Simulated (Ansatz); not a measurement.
Consider the redistribution: `CCB(N)O` + `SBBCl` → `CCB(O)BCl` + `NBS`.

Calculated with Ansatz (gas phase, PBE0-D4/def2-TZVP geometries, no zero-point term in ΔE). CCSD(T)/CBS is the MP2 limit (def2-TZVPP, def2-QZVPP) plus CCSD(T) − MP2 in def2-TZVPP, frozen cores. DFT in def2-TZVPP. Each species was taken in one conformer, which may not be the lowest.

| level | ΔE (kJ/mol) |
| --- | --- |
| PBE-QIDH | 7.0 |
| revPBE | 6.6 |
| r2SCAN | 8.9 |
| LC-ωPBE | 4.7 |

(1) What does CCSD(T)/CBS give? (Best estimate.)

Largest T1 diagnostic among the species: 0.015.

## Answers

(1) Ansatz gave: +5.3 kJ/mol. The listed levels differ from it by 1.7, 1.3, 3.6, -0.6 kJ/mol.

Leaving LDA and LC-ωPBE aside and taking each functional with its dispersion term where it has one, the values, not all of them listed here, spread over 7.3 kJ/mol, from ωB97X-V to B97M-V. In def2-TZVPP, CCSD(T) changes the Hartree–Fock value by −6.8 kJ/mol (the triples alone add −1.3 kJ/mol) and MP2 by −7.1 kJ/mol.
